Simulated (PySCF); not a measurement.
ClH2Si, SMILES [SiH2]Cl (connectivity only; charge and spin as stated), charge +1, multiplicity 1.

Geometry: B3LYP-D3(BJ)/def2-TZVP. The multiplicity is an assumed one; other spin states were not compared. The isomer is the one that the SMILES or the coordinates give; other isomers of the formula were not compared.

Two levels are set side by side: TDDFT-PBE/def2-TZVPD (PySCF) and TDDFT-B3LYP/def2-TZVPD (PySCF). Vertical, same geometry. The lowest singlet is HOMO→LUMO 100 % with PBE and HOMO→LUMO 100 % with the other functional; states are paired by order. Differences are taken from unrounded values.

```
quantity                               TDDFT-B3LYP
-------------------------------------  -----------
lowest singlet excitation (eV)                4.63
lowest triplet excitation (TDA) (eV)          4.35
first bright state (f over 0.05) (eV)         6.17
its oscillator strength                       0.07
```

Question: What does TDDFT-PBE give, and how far is it from TDDFT-B3LYP? (An estimate is asked for; the answer gives what the named calculation found.)

Answer: 
```tsv
quantity	TDDFT-PBE	TDDFT-PBE minus TDDFT-B3LYP
lowest singlet excitation (eV)	4.27	-0.36
lowest triplet excitation (TDA) (eV)	3.99	-0.36
first bright state (f over 0.05) (eV)	5.87	-0.29
its oscillator strength	0.07	0.00
```

Functionals without exact exchange tend to place singlet excitations lower, as here. Differences between two approximate levels are no errors against the true value.

Rough cost on one machine, each run with all the roots and properties that it gave: TDDFT-B3LYP against TDDFT-PBE about 3 times.
